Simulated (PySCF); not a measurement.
Method: PBE-D3(BJ)/def2-TZVP // ωB97X-D3(BJ)/def2-TZVP in PySCF 2.14.0. Gas-phase values, no solvent. 

Reference species (SMILES): `[Br][Ga]([CH3])[Br]` (neutral, multiplicity 1).

| Property | Result |
|---|---|
| HOMO–LUMO gap | 4.89 eV |
| LUMO | -2.12 eV |

Changed species: `[CH3][Ga]([CH3])[CH3]` (3 of 3 Br replaced by CH3; the reference has 1 of 3 Br replaced by CH3).

What does the change do to the HOMO–LUMO gap and LUMO?

the HOMO–LUMO gap stays essentially unchanged; the LUMO rises by 0.80 eV, to -1.32 eV.
